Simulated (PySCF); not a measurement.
Atom-mapped SMILES (the numbers label the heavy atoms): `[CH3:1][Al@H-:2]1[Cl+:3][Al@@H-:4]([F:5])[Cl+:6]1`. Each H is labelled by its parent atom.

Geometry: PBE0-D3(BJ)/def2-SVP; GIAO shifts from PySCF 2.14, gas phase, non-relativistic, averaged over equivalent atoms.

At BHandHLYP/pcSseg-1 (155 basis functions, 25 s wall time on 1 thread of an Arm Neoverse N1, shared host):
| atoms | δ (ppm) |
| --- | --- |
| C1 | -7.4 |
| Al2 | 88.3 |
| Al4 | 13.9 |
| Cl3/Cl6 | 40.9 |
| F5 | -143.7 |
| H(Al2) | 4.41 |
| H(Al4) | 4.13 |
| H(C1) | -0.03 |

δ = σ(ref) − σ, references computed at the same level: TMS for ¹³C (σref 183.98), ¹H (σref 31.44); ²⁷Al (σref 494.27) vs AlH4-; ³⁵Cl (σref 941.73) against HCl; CFCl3 for ¹⁹F (σref 204.31).

**Question.** What do these become at PBE0/pcSseg-1?

**Answer.** 
| atoms | δ at PBE0/pcSseg-1 | change |
| --- | --- | --- |
| C1 | -7.0 | +0.4 |
| Al2 | 95.0 | +6.7 |
| Al4 | 19.7 | +5.8 |
| Cl3/Cl6 | 63.7 | +22.8 |
| F5 | -152.4 | -8.7 |
| H(Al2) | 4.67 | +0.26 |
| H(Al4) | 4.35 | +0.22 |
| H(C1) | 0.00 | +0.03 |

Shifts are taken against calculated references (same method and geometry level): TMS for ¹³C (184.41 ppm), ¹H (31.27 ppm); ²⁷Al (489.28 ppm) against AlH4-; ³⁵Cl (943.27 ppm) vs HCl; ¹⁹F (177.25 ppm) vs CFCl3.

The largest change is at Cl3/Cl6 (chlorine bonded to 2 Al, in a 4-membered ring). Cost: 155 basis functions, 26 s wall time on 1 thread of an Arm Neoverse N1, shared host.

Unscaled 19F shifts against computed CFCl3 carry errors that often reach 10 to 50 ppm.
